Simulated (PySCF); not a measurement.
Radial density of Sr(2+) (strontium, charge +2)

UHF, [Kr], closed-shell 1S. Calculation: PySCF 2.14, in x2c-SVPall; scalar relativity by spin-free X2C-1e.

```json
{"r (bohr)": "0.0352", "4πr²ρ (e/bohr)": "45.51"}
{"r (bohr)": "0.0593", "4πr²ρ (e/bohr)": "39.44"}
{"r (bohr)": "0.0997", "4πr²ρ (e/bohr)": "54.15"}
{"r (bohr)": "0.168", "4πr²ρ (e/bohr)": "48.03"}
{"r (bohr)": "0.282", "4πr²ρ (e/bohr)": "34.25"}
{"r (bohr)": "0.475", "4πr²ρ (e/bohr)": "38.08"}
{"r (bohr)": "0.798", "4πr²ρ (e/bohr)": "11.07"}
{"r (bohr)": "1.34", "4πr²ρ (e/bohr)": "6.998"}
{"r (bohr)": "2.26", "4πr²ρ (e/bohr)": "1.844"}
{"r (bohr)": "3.80", "4πr²ρ (e/bohr)": "0.03646"}
{"r (bohr)": "6.39", "4πr²ρ (e/bohr)": "3.505e-05"}
```

Densities and radii are taken from the X2C orbitals without a picture-change correction, which distorts them close to the nucleus.
